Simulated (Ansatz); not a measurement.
System: furan-3-ylsilane, C4H6OSi (charge 0, singlet). 
Structure (B3LYP-D3(BJ)/def2-TZVP (Ansatz, a first-principles code) minimum search):
```xyz
12

Si     2.0658     0.1328     0.1515
C      0.2200     0.0320     0.0262
C     -0.7780     0.9562     0.5119
C     -1.9845     0.4444     0.1778
O     -1.8291    -0.7375    -0.4846
C     -0.4924    -0.9667    -0.5648
H      2.6520    -1.0607    -0.5016
H      2.5757     1.3540    -0.5162
H      2.4986     0.1753     1.5685
H     -0.6037     1.8788     1.0399
H     -2.9982     0.7719     0.3256
H     -0.2028    -1.8735    -1.0668
```
Charge 0, spin multiplicity 1.

Basis-set convergence of Hartree-Fock and CCSD(T) correlation energies (hartree) with Ansatz. Cores are frozen in the correlated levels unless marked. Spin-orbit coupling is left out. No relativistic terms.

The Hartree-Fock reference is unstable (checked in the largest basis), which strains HF and MP2. 

```tsv
basis	functions	E(HF)	E(corr, CCSD(T))
aug-cc-pV(D+d)Z	201	-518.76041	-0.92368
aug-cc-pV(T+d)Z	423	___	___
```

Problem. Some entries are withheld; supply them.

Solution. 
- aug-cc-pV(T+d)Z, E(HF): -518.82736
- aug-cc-pV(T+d)Z, E(corr, CCSD(T)): -1.08961
